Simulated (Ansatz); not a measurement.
## Relaxing a trial structure of C2H8Sn

The starting geometry of this gas-phase triplet was optimised with GFN2-xTB as a singlet; its bonds are those of `C[CH2][SnH3]`.

```xyz
11

C     1.4356    1.5923   -1.2654
C     1.4077    1.5385    0.2491
Sn   -0.5967    1.4642    1.0728
H     2.4655    1.6276   -1.6170
H     0.9602    0.7152   -1.6980
H     0.9209    2.4753   -1.6364
H     1.9520    0.6633    0.6001
H     1.9085    2.4127    0.6615
H    -0.6023    1.3975    2.7349
H    -1.5048    2.7896    0.6422
H    -1.4435    0.1371    0.5365
```

Task: Where would you expect an optimisation with PBE0-D3(BJ)/def2-SVP to take it?

Result: It falls apart into C2H5 + H3Sn. Contacts that open: C2–Sn3 (2.17 → 3.56 Å).

The energy falls by 3.80 eV over 42 steps:

```csv
step,E − E(last) (eV)
1,3.802
6,0.140
10,0.060
15,0.044
19,0.031
24,0.003
28,0.000
33,0.000
37,0.000
42,0.000
```

Final geometry (Å):

```tsv
atom	x (Å)	y (Å)	z (Å)
C	1.7220	1.5092	-1.3261
C	1.9696	1.4286	0.1322
Sn	-1.4294	1.9500	1.0579
H	2.6573	1.3886	-1.9105
H	1.0362	0.7197	-1.6722
H	1.2990	2.4832	-1.6212
H	2.0067	0.4625	0.6423
H	2.3098	2.3032	0.6930
H	-0.4125	2.0900	2.4408
H	-3.0802	2.0441	1.5647
H	-1.1755	0.4343	0.2794
```

No frequencies were run, so the end isn't proven a minimum. Open shells are spin-unrestricted. The triplet needn't be the ground state. Atoms past krypton carry core potentials, without spin–orbit terms. Run with Ansatz 0.2.0, 7 min on 2 threads of AMD EPYC (Zen 3), on a shared host.
